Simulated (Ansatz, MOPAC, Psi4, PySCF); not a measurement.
System: bis(ethenyl)-methylborane, C5H9B (charge 0, singlet). SMILES: C(B(C=C)C)=C
Structure (B3LYP-D3(BJ)/def2-TZVP (Ansatz, an electronic-structure program) minimum search):
```
B
C 1 1.5549
C 2 1.3371 1 124.16
H 3 1.0839 2 121.75 1 0.00
H 3 1.0851 4 115.79 2 180.00
H 2 1.0880 3 116.08 4 180.00
C 1 1.5592 2 120.24 6 0.00
C 7 1.3372 1 125.24 2 0.00
H 8 1.0841 7 121.90 1 0.00
H 8 1.0851 9 115.62 7 -180.00
H 7 1.0897 8 116.41 9 -180.00
C 1 1.5716 2 122.53 6 180.00
H 12 1.0896 1 116.32 2 0.00
H 12 1.0965 13 107.89 4 123.55
H 12 1.0965 13 107.89 14 112.90
```
Charge 0, spin multiplicity 1.

Quantity: vertical ionisation energy to the doublet, in eV. Set-up: non-relativistic; six Cartesian d functions in 6-31G* and its kin unless marked 5d; open shells spin-unrestricted; no spin-orbit coupling; each state is the SCF solution reached for its charge and spin; 6-311+G** with 5d; no dispersion term unless named; frozen cores in correlated levels; PM7 with its own dispersion and hydrogen-bond terms. First-principles rows: single points at B3LYP-D3(BJ) geometries (Ansatz). Semi-empirical rows: differences of heats of formation at the shared geometry for vertical values. A UHF reference is markedly spin-contaminated in at least one set, which strains HF and MP2. The Hartree-Fock reference of C=CB(C)C=C is unstable towards a lower, spin-broken solution.

```csv
level,program,vertical ionisation energy to the doublet (eV)
AM1,MOPAC,10.39
PM3,MOPAC,9.94
PM6,MOPAC,10.16
PM7,MOPAC,10.31
MNDO,MOPAC,9.52
HF/6-31G*,Ansatz,8.46
HF/6-311+G**,Ansatz,8.59
PBE/6-31G*,Ansatz,9.20
B3LYP/STO-3G,Ansatz,8.22
B3LYP/6-31G*,Ansatz,9.30
M06-2X/6-31G* (5d),PySCF,9.69
wB97X-D/6-31G*,Psi4,10.49
MP2/6-311+G**,Ansatz,10.27
B3LYP/def2-TZVPD,Ansatz,9.55
PBE0/def2-TZVPD,Ansatz,9.57
wB97M-V/def2-TZVPD,Ansatz,9.85
```

No value to compare with is used here. The 13 habitual levels span 8.22 (B3LYP/STO-3G) to 10.49 eV (wB97X-D/6-31G*); B3LYP/def2-TZVPD gives 9.55.

The levels are drawn from those run, B3LYP/6-31G* more often than the rest, none by its result; left out are runs that failed, that the program found above a lower state of the same kind, or whose <S^2> lies over 0.5 above the pure value.
